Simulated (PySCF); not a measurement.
Simulation results for F3Si

All values are calculated (PySCF 2.14.0). Calculation on a computer-drawn molecule: optimised geometry and harmonic frequencies of an isolated molecule of the commonest isotopes, restricted reference for singlets and unrestricted otherwise, frozen core in MP2.

Entry: F3Si

Start structure:
```xyz
4
F3Si
F     -1.1278    -4.0638    -2.8178
Si    -1.8866    -2.8799    -2.0710
F     -1.1484    -1.5204    -2.4476
F     -1.7110    -3.1065    -0.5048
```

* charge: 0
* multiplicity: 2
* method: MP2
* basis: cc-pV(D+d)Z
* rotational constants: 7.098, 7.098, 3.881 GHz
* total energy: -588.0368 hartree
* spin squared: 0.7524
* convergence status largest gradient component: 9.302e-07 hartree/bohr

Drawn bonds:
| atom | other atom | order |
| --- | --- | --- |
| 1 | 2 | 1 |
| 2 | 3 | 1 |
| 2 | 4 | 1 |

Optimised structure:
```xyz
4
F3Si
F     -1.1258    -4.0854    -2.8349
Si    -1.8815    -2.8801    -2.0696
F     -1.1468    -1.4948    -2.4578
F     -1.7198    -3.1103    -0.4789
```

Modes:
| frequency (cm⁻¹) | reduced mass (dalton) |
| --- | --- |
| 279.6 | 19.82 |
| 279.6 | 19.82 |
| 397 | 21.89 |
| 803.4 | 20.72 |
| 943.2 | 22.49 |
| 943.2 | 22.49 |
